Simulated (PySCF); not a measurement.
# Bond length, frequency and bond energy of GeN⁻ by level of theory

State: ¹Σ⁺ (singlet), closed shell. Set-up: basis Ge aug-pcseg-1, N aug-pcseg-1; no relativity; PySCF 2.14. De refers to Ge⁻ + N in their high-spin ground configurations, without counterpoise correction. A positive dipole points towards N; it is taken about the centre of mass and depends on that origin.

```json
{"Level": "RHF", "Re (Å)": "1.653", "ωe (cm⁻¹)": "1087", "De (eV)": "n/a", "μ (D)": "-4.57"}
{"Level": "RHF-MP2", "Re (Å)": "1.766", "ωe (cm⁻¹)": "725", "De (eV)": "5.37", "μ (D)": "n/a"}
{"Level": "RHF-SCS-MP2", "Re (Å)": "1.753", "ωe (cm⁻¹)": "765", "De (eV)": "5.24", "μ (D)": "n/a"}
{"Level": "RHF-CCSD", "Re (Å)": "1.704", "ωe (cm⁻¹)": "929", "De (eV)": "4.05", "μ (D)": "n/a"}
{"Level": "RHF-CCSD(T)", "Re (Å)": "1.723", "ωe (cm⁻¹)": "870", "De (eV)": "4.53", "μ (D)": "n/a"}
{"Level": "PBE", "Re (Å)": "1.709", "ωe (cm⁻¹)": "904", "De (eV)": "5.47", "μ (D)": "-3.68"}
{"Level": "BLYP", "Re (Å)": "1.718", "ωe (cm⁻¹)": "884", "De (eV)": "5.57", "μ (D)": "-3.78"}
{"Level": "r²SCAN", "Re (Å)": "1.691", "ωe (cm⁻¹)": "952", "De (eV)": "4.77", "μ (D)": "-3.69"}
{"Level": "TPSSh", "Re (Å)": "1.694", "ωe (cm⁻¹)": "945", "De (eV)": "4.84", "μ (D)": "-3.77"}
{"Level": "PBE0", "Re (Å)": "1.683", "ωe (cm⁻¹)": "975", "De (eV)": "4.67", "μ (D)": "-3.96"}
{"Level": "M06-2X", "Re (Å)": "1.681", "ωe (cm⁻¹)": "1004", "De (eV)": "4.43", "μ (D)": "-4.18"}
{"Level": "LC-ωPBE", "Re (Å)": "1.657", "ωe (cm⁻¹)": "1049", "De (eV)": "4.49", "μ (D)": "-4.29"}
```

The bond length runs from 1.653 Å (RHF) to 1.766 Å (RHF-MP2). De spans 4.05 eV (RHF-CCSD, coupled cluster) to 5.57 eV (BLYP, GGA).

Correlated steps freeze 10 core orbitals. Correlated levels converge slowly with the basis: in double zeta they bind strong bonds too weakly, by up to about 1 eV, and carry superposition errors of some tenths. For an ion De counts to the pair picked by the measured ionisation energies or electron affinities, which need not be the lowest pair at this level. Where the molecule has an RHF reference, its open-shell atoms are computed with UHF. The highest Kohn–Sham level is positive in this anion. Much of that is self-interaction error, but it also means that the finite basis helps to hold the extra electron. The CCSD T1 diagnostic is raised, a sign that a single reference may not be enough here.

The whole job (state search and all levels along the bond) took about 3 min on 1 thread of Intel Xeon Platinum 8488C (shared host), peak memory 0.77 GiB.
